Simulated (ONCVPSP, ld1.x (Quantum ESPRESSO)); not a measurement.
# Hardness and transferability of assorted potentials

Generated with ld1.x 7.5 (TM, RRKJ, ultrasoft, PAW), atompaw 4.2 or ONCVPSP 4.0.1. The cutoff is in Ry: for ld1.x and atompaw files where the sum of valence levels is converged to 10 mRy in a Bessel basis, for ONCV files where the hardest occupied wave has 1 mHa per electron of residual kinetic energy. The error is the largest all-electron minus pseudo excitation energy over each file’s own four to seven test configurations (ionisations up to +4, promotions, holes and added fractions of an electron), all of which were solved. The labels leave out finer settings (local radius, basis sizes, second energies), which also bear on the numbers. Spin-polarised tests are not counted. The rows are a selection from randomly drawn settings: files with unsolved tests, undetermined cutoffs or missed reference levels are left out.

| element | potential | cutoff (Ry) | largest error (meV) | bound ghosts |
| --- | --- | --- | --- | --- |
| K | ONCV, PBE, scalar-relativistic, rc 2.05/1.70/4.00/4.30 (spdf), local smoothed, core correction no, reference 3s2 3p6 3d1, qcut 7.6/7.2/2.5/2.3, projectors 2/3/3/2 | 33 | +12 | none |
| Fe | ONCV, PBE, scalar-relativistic, rc 1.60/1.20/1.95 (spd), local smoothed, core correction no, reference 3s2 3p6 3d6.5 4s1.5, qcut 6.9/9.7/8.8, projectors 2/2/3 | 66 | +22 | none |
| Mo | ONCV, LDA (Perdew-Zunger), scalar-relativistic, rc 1.70/2.00/2.15 (spd), local smoothed, core correction yes, reference 4s2 4p6 4d4 5s2, qcut 6/7.4/8.1, projectors 2/2/2 | 37 | -10 | none |
| Tc | ONCV, LDA (Perdew-Wang 92), fully relativistic, rc 2.05/1.95/2.40 (spd), local smoothed, core correction yes, reference 4s2 4p6 4d5 5s2, qcut 7/8.5/6.9, projectors 2/2/2 | 32 | +17 | none |
| In | ONCV, PBEsol, scalar-relativistic, rc 1.35/1.45/1.75 (spd), local smoothed, core correction yes, reference 4s2 4p6 4d10 5s2 5p0.5, qcut 10.7/8.2/10.3, projectors 2/2/1 | 75 | -39 | none |
| Os | ONCV, PBE, scalar-relativistic, rc 3.38/3.38/2.08 (spd), local smoothed, core correction yes, reference 5d7 6s1, qcut 2/2.5/6.8, projectors 2/2/2 | 31 | -182 | none |

Fill in the row for Sm: ONCV, LDA (Perdew-Zunger), scalar-relativistic, rc 2.70/2.35/3.50 (spd), local smoothed, core correction yes, reference 5s2 5p6 5d1 6s1.5 6p0.5, qcut 5.1/6.7/3.6, projectors 2/2/2.

cutoff 22 Ry, largest error -26 meV, bound ghosts: none.

Fill in the row for Tc: ONCV, BLYP, scalar-relativistic, rc 1.10/1.60/1.45 (spd), local smoothed, core correction yes, reference 4s2 4p6 4d4, qcut 6/9.9/6.1, projectors 2/2/2.

cutoff 252 Ry, largest error +8.2 meV, bound ghosts: none.

Fill in the row for F: ultrasoft, LDA (PZ), scalar-relativistic, rc 0.75/1.00/0.85 (spd), local smoothed, core correction no, reference 2s1 2p6.

cutoff 80 Ry, largest error +437 meV, bound ghosts: none.
